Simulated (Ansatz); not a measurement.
Two isomers of C2H7BN2: A = `B/C=N/CN`, B = `CC1NB1N`.

Computed with Ansatz on PBE0-D4/def2-TZVP structures; ΔE is electronic, products minus reactants. CCSD(T)/CBS is the MP2 limit (def2-TZVPP, def2-QZVPP) plus CCSD(T) − MP2 in def2-TZVPP, frozen cores. Functionals use def2-TZVPP. B3LYP here is the variant with VWN-RPA as its local correlation; programs differ in this. One conformer a species, not always the lowest.

Q: Which isomer does CCSD(T)/CBS put lower? Give the gap. (An estimate is asked.)

A: Ansatz gave: B, by 55.4 kcal/mol.

Q: Give E(B) − E(A) in kcal/mol with HF/def2-TZVPP, MP2/def2-TZVPP, B3LYP, B2PLYP, PBE0-D4, B3LYP-D4, r2SCAN-D4. (Estimate.)

A: Ansatz gave: HF/def2-TZVPP -49.6, MP2/def2-TZVPP -58.2, B3LYP -54.7, B2PLYP -55.3, PBE0-D4 -59.7, B3LYP-D4 -54.6, r2SCAN-D4 -58.9. None reverses the order clearly.

Largest T1 diagnostic: 0.011.

From PBE to PBE0 (25 % exact exchange), in def2-TZVPP and without D4, E(B) − E(A) moves by −1.5 kcal/mol. In def2-TZVPP, CCSD(T) changes the Hartree–Fock value by −4.6 kcal/mol (the triples alone add +0.3 kcal/mol) and MP2 by −8.7 kcal/mol.
